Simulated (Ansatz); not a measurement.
CH₃BF₂S, SMILES `CSB(F)F` from Hartree–Fock to CCSD(T)

```tsv
atom	x (Å)	y (Å)	z (Å)
C1	-0.388	0.791	0.878
S2	-1.027	-0.608	-0.080
B3	0.396	-1.020	-1.086
F4	0.320	-2.020	-1.943
F5	1.539	-0.358	-1.007
H6	0.479	0.495	1.464
H7	-1.189	1.097	1.550
H8	-0.131	1.622	0.225
```

The species carries charge 0 and has multiplicity 1. The geometry is a stationary point of PBE0-D4/def2-TZVP. It is one conformer, not always the lowest. Frozen core, restricted reference, Ansatz. CBS rows extrapolate triple and quadruple zeta; past MP2 they add the triple-zeta difference.

```
     basis     HF (Eh)  MP2 corr.  CCSD corr.       (T)  CCSD(T) total
  def2-SVP  -660.52843   -0.72032    -0.75510  -0.01760     -661.30113
def2-TZVPP  -660.99170   -0.93829    -0.96800  -0.03486     -661.99456
def2-QZVPP  -661.01469   -1.02008           –         –              –
 CBS(def2)  -661.01786   -1.08066    -1.11037     as TZ     -662.16309
```
